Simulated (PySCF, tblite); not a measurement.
Compound: C6H11O2 (doublet state).
Z-matrix (Å and degrees, GFN2-xTB geometry), rows numbered from 1:
```
C 
C   1  1.3325
C   2  1.5090  1  122.29
O   3  1.3104  2  117.76  1  -178.39
C   2  1.4940  1  123.95  3   179.74
O   5  1.4031  2  111.94  1    -3.43
C   6  1.4103  5  114.41  2   168.92
C   7  1.5273  6  114.05  5    68.90
H   1  1.0752  2  120.67  3  -179.69
H   1  1.0772  2  121.68  3     0.31
H   3  1.1204  2  108.31  1   -52.01
H   3  1.1210  2  108.11  1    55.27
H   5  1.1038  2  108.03  1   119.20
H   5  1.1025  2  107.37  1  -126.72
H   7  1.0932  6  104.45  5  -171.25
H   7  1.1011  6  109.89  5   -54.83
H   8  1.0871  7  111.15  6   -68.82
H   8  1.0862  7  109.41  6   171.41
H   8  1.0872  7  109.91  6    51.78
```

Jobs on this species (19 atoms, 63 electrons) with PySCF (density fitting) and tblite. Hardware of each: one thread, Arm Neoverse V2 (aarch64), shared host. Times come from a shared host and carry two figures at best.

```json
{"level and settings": "GFN2-xTB", "work": "L-BFGS relaxation", "basis functions": "–", "SCF cycles": "–", "wall time": "0.52 s"}
{"level and settings": "GFN2-xTB", "work": "Hessian by finite differences", "basis functions": "–", "SCF cycles": "–", "wall time": "0.51 s"}
{"level and settings": "UKS B3LYP, pcH-1 on C H O, non-relativistic, mean-field spin-orbit, GIAO", "work": "unrestricted SCF, g, hyperfine, density and orbital grids written", "basis functions": "310", "SCF cycles": "?", "wall time": "?"}
```

Q: Fill in the missing figures.

A: 
- UKS B3LYP, pcH-1 on C H O, non-relativistic, mean-field spin-orbit, GIAO; unrestricted SCF, g, hyperfine, density and orbital grids written: 84 s, 18 SCF cycles

Q: What do all jobs in the table cost together?

A: About 85 s; the longest takes about 99 % of that, and about 160 times as long as the shortest.
